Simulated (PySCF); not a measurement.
Input and output of a TDDFT job on `C=CS(=O)(=O)OC`.

Computed with TDDFT wB97X-D/def2-SVPD, vertical, gas phase, core orbitals frozen in the response in PySCF 2.14.0, density-fitted response routines.

Input of the driver that calls PySCF (job settings, then Cartesian coordinates in Å):

```
{"job": {"kind": "uv", "xc": "wB97X-D", "basis": "def2-SVPD", "nstates": 8, "ntriplets": 3}, "charge": 0, "multiplicity": 1}
C     -2.2709     0.5714     0.1283
C     -1.2644    -0.2655     0.0398
S     -0.0392    -0.0172    -1.2387
O      0.4032    -1.2929    -1.7151
O     -0.5014     0.9616    -2.1627
O      1.1590     0.6704    -0.4029
C      2.0672    -0.1866     0.2549
H     -3.0446     0.4907     0.8755
H     -2.3396     1.3802    -0.5801
H     -1.0833    -1.1189     0.6673
H      3.0496     0.2839     0.2207
H      1.7641    -0.3284     1.2959
H      2.0959    -1.1482    -0.2620
```

The self-consistent field part of the output:

```
coarse grid: 11864 points
cycle   1  E = -740.8338368390  dE =  1.927e+00  |g| = 1.196e+00  |ddm| = 5.367e+00
cycle   2  E = -740.6144969384  dE =  2.193e-01  |g| = 1.673e+00  |ddm| = 2.913e+00
cycle   3  E = -741.1087308996  dE = -4.942e-01  |g| = 1.224e-01  |ddm| = 1.678e+00
cycle   4  E = -741.1109744440  dE = -2.244e-03  |g| = 6.778e-02  |ddm| = 2.017e-01
cycle   5  E = -741.1118150329  dE = -8.406e-04  |g| = 1.187e-02  |ddm| = 7.223e-02
cycle   6  E = -741.1118446236  dE = -2.959e-05  |g| = 4.021e-03  |ddm| = 2.420e-02
cycle   7  E = -741.1118486627  dE = -4.039e-06  |g| = 1.062e-03  |ddm| = 7.951e-03
final grid: 111232 points
cycle   8  E = -741.2127955585  dE = -7.933e-05  |g| = 3.464e-03  |ddm| = 1.231e-01
cycle   9  E = -741.2127969641  dE = -1.406e-06  |g| = 2.932e-03  |ddm| = 1.322e-02
cycle  10  E = -741.2127989072  dE = -1.943e-06  |g| = 6.440e-04  |ddm| = 4.909e-03
cycle  11  E = -741.2127990099  dE = -1.027e-07  |g| = 2.582e-04  |ddm| = 1.394e-03
cycle  12  E = -741.2127990231  dE = -1.316e-08  |g| = 7.095e-05  |ddm| = 3.488e-04
cycle  13  E = -741.2127990244  dE = -1.294e-09  |g| = 2.711e-05  |ddm| = 1.412e-04
cycle  14  E = -741.2127990246  dE = -1.921e-10  |g| = 1.046e-05  |ddm| = 5.005e-05
converged SCF energy = -741.2127990246
```

Task: What follows in the output?

Result: 
```
Static polarisability (au): isotropic 66.133, principal 55.597 61.420 81.382

Singlet excitations
state   eV       nm        f      main configurations
  1   6.9002    179.7   0.01664   H-2->L 0.79, H->L 0.09
  2   7.1164    174.2   0.07694   H->L 0.48, H-1->L 0.38
  3   7.2547    170.9   0.14700   H-1->L 0.49, H->L 0.37
  4   7.6953    161.1   0.03692   H-3->L 0.80, H-1->L 0.09
  5   8.1729    151.7   0.14893   H-4->L 0.91
  6   8.5158    145.6   0.04107   H->L+1 0.67, H-5->L 0.11, H->L+2 0.08
  7   8.5876    144.4   0.00075   H-5->L 0.74, H->L+1 0.08
  8   8.8429    140.2   0.00007   H-7->L 0.81

Triplet excitations (Tamm-Dancoff, eV): 4.5470 6.5182 6.9841
```

The SCF starts on a coarse grid; the energy jumps when the final grid takes over, and dE counts afresh there. The run used 204 basis functions and 14 SCF iterations for the ground state.

Time: 58 s wall. Hardware: an Arm Neoverse N1 with one thread, no GPU, on a shared host.

Isolated species at its GFN2-xTB geometry (one conformer only).

The pairwise dispersion term of wB97X-D wasn't added to the energies; at a given geometry it leaves orbitals and properties as they are.
